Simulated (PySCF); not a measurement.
# Reading the logs of faulty runs: C2H6Si2

All numbers below are calculated, not measured. They come from PySCF 2.14.0, an open-source quantum chemistry program, on an isolated molecule that a program drew, which may never have been made. The molecule is C2H6Si2 (charge 0, singlet), drawn as the SMILES string `C[SiH]=C[SiH]`.

Each row is a Hartree-Fock (HF) and frozen-core CCSD(T) single point in the cc-pV(D+d)Z basis, meant for a local HF minimum. Run 1 is clean. Each other run has one planted mistake out of seven kinds, and not every kind appears here: one electron removed, one electron added, multiplicity raised by two, geometry at a saddle point, minimal basis STO-3G, one bond length entered in bohr, all coordinates scaled. The reference is restricted for singlets and unrestricted otherwise, and also for a bond in bohr. Adding or removing an electron swaps singlet and doublet. Electrons count all cores. HOMO and LUMO are orbital energies over both spins, the gradient is its largest component, and the lowest frequency (negative if imaginary) is given only where the gradient is small. Bond lengths are over the 9 bonds as drawn. T1 is the CCSD diagnostic: over 0.02 (restricted) or 0.045 (unrestricted) a single reference is doubtful.

Geometry of the clean run:
```xyz
10
C2H6Si2, angstrom
C     0.1499    0.5622   -2.7001
Si    1.6494   -0.3219   -2.0252
C     2.2390   -0.2657   -0.4187
Si    3.7354   -1.1878    0.1283
H    -0.3420    1.1602   -1.9316
H     0.4395    1.2181   -3.5266
H    -0.5676   -0.1625   -3.0965
H     2.3228   -1.1223   -3.0590
H     1.7064    0.3411    0.3112
H     4.0600   -1.8293   -1.2187
```

```
run,electrons,basis functions,<S^2>,HOMO (eV),LUMO (eV),gradient (hartree/bohr),lowest frequency (cm^-1),mean bond (Å),longest bond (Å),T1,HF (hartree),CCSD(T) (hartree),mistake
1,46,104,0.000,-7.87,1.06,2.7e-05,84,1.4206,1.867,0.0140,-657.01900,-657.55474,no fault
2,46,104,0.888,-8.08,0.37,1.6e-02,-,1.5287,2.068,0.0664,-656.89347,-657.42534,one bond length entered in bohr
3,46,34,0.000,-4.94,5.76,3.7e-02,-,1.4206,1.867,0.0148,-649.37371,-649.63337,minimal basis STO-3G
4,47,104,1.014,-0.60,7.32,2.2e-02,-,1.4206,1.867,0.0336,-657.01075,-657.55788,one electron added
5,46,104,0.000,-7.79,1.14,1.1e-02,-,1.3978,1.837,0.0136,-657.01648,-657.54921,?
6,45,104,0.774,-14.36,-5.49,5.7e-02,-,1.4206,1.867,0.0180,-656.77431,-657.27875,?
```

**Which mistake was planted in run 5, and what did it cost?**

The mean and the longest bond both change by the same factor, 0.984, and the gradient is no longer small. So the mistake is: all coordinates scaled. Subtracting run 1 and multiplying by 627.51 kcal/mol a hartree, the energy moved by 1.6 kcal/mol in HF and 3.5 kcal/mol in CCSD(T).

**Which mistake was planted in run 6, and what did it cost?**

It counts 45 electrons, one fewer than the clean run, at the same geometry and basis. So the mistake is: one electron removed. Subtracting run 1 and multiplying by 627.51 kcal/mol a hartree, the energy moved by 153.5 kcal/mol in HF and 173.2 kcal/mol in CCSD(T).

Cautions from the logs. Run 2: T1 is over the limit, so its CCSD(T) energy is less reliable.
